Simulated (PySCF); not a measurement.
**29Si chemical shifts**

- geometry: GFN2-xTB
- shielding tensors at PBE0/pcSseg-1 (GIAO)
- program: PySCF
- rapidly exchanging positions averaged, relativity neglected, isolated molecule, single conformer

Shieldings were converted by a linear fit to measured shifts: 29Si (scatter 8.9 ppm rms, 25.8 ppm with the 6 outliers that the fit left out vs TMS, solution or neat liquid). A few per cent of atoms miss by over 2 rms, more outside the fitted compound classes.

Question: Give the 29Si shifts of `C=NC[SiH2][Si@@H](O)C=O`, `N#C[C@H](C[SiH3])c1ncco1`, `O=C/C([SiH3])=C\[Si](F)(F)F`, `O=CO/C=C1\[SiH2]CS1`, `[SiH3]/C=C/c1ncco1`, `[SiH3]Oc1cccnc1`, `O=C(Cl)/C=C(/[SiH3])Cl`.

Answer: 
```
                                                     compound                                       environment  δ (ppm)
    [CH2:1]=[N:2][CH2:3][SiH2:4][Si@@H:5]([OH:6])[CH:7]=[O:8]                Si5: silicon bonded to C, O, Si, H    -30.8
    [CH2:1]=[N:2][CH2:3][SiH2:4][Si@@H:5]([OH:6])[CH:7]=[O:8]                 Si4: silicon bonded to C, Si, 2 H    -65.1
                                     N#C[C@H](C[SiH3])c1ncco1                          silicon bonded to C, 3 H    -66.2
[O:1]=[CH:2]/[C:3]([SiH3:4])=[CH:5]\[Si:6]([F:7])([F:8])[F:9]                     Si4: silicon bonded to C, 3 H    -66.5
[O:1]=[CH:2]/[C:3]([SiH3:4])=[CH:5]\[Si:6]([F:7])([F:8])[F:9]                     Si6: silicon bonded to C, 3 F    -75.5
                                          O=CO/C=C1\[SiH2]CS1  silicon bonded to 2 C, 2 H, in a 4-membered ring    -68.9
                                           [SiH3]/C=C/c1ncco1                          silicon bonded to C, 3 H    -66.5
                                              [SiH3]Oc1cccnc1                          silicon bonded to O, 3 H    -40.8
                                       O=C(Cl)/C=C(/[SiH3])Cl                          silicon bonded to C, 3 H    -58.6
```
